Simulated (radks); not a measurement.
Al3+, 10 electrons, occupied as [Ne].

All-electron calculation, non-relativistic Kohn-Sham, PBE, spin-polarised, spherical densities, point nucleus. Program: a radial shooting solver on a logarithmic mesh with Libxc functionals.

Energy parts (hartree):
| part | energy |
|---|---|
| total | -240.26430 |
| kinetic | 239.91830 |
| electron-nucleus | -561.06479 |
| Hartree | 98.55865 |
| exchange-correlation | -17.67645 |

Orbitals (lengths in bohr, moments of r in powers of bohr; <r^-3> diverges for s and p1/2):
| orbital | occ. | eigenvalue (hartree) | <r^-3> | <r> | <r^2> |
|---|---|---|---|---|---|
| 1s | 2 | -56.71349 | - | 0.1205 | 0.01955 |
| 2s | 2 | -5.22385 | - | 0.6248 | 0.4671 |
| 2p | 6 | -3.82687 | 35.92 | 0.5978 | 0.4522 |

The highest occupied level is 2p at -104.13 eV. The density falls to 0.001 e/bohr^3 at r = 1.98 bohr. For comparison, the ionisation energy in NIST's Atomic Spectra Database is 119.99 eV (measured). In exact Kohn-Sham theory the highest level is minus the ionisation energy, but local and semilocal functionals leave it too shallow, through self-interaction and a potential that decays too fast; potentials with the right tail come closer. Virial ratio -V/T = 2.00144. The electron density at the nucleus is 1401 e/bohr^3.
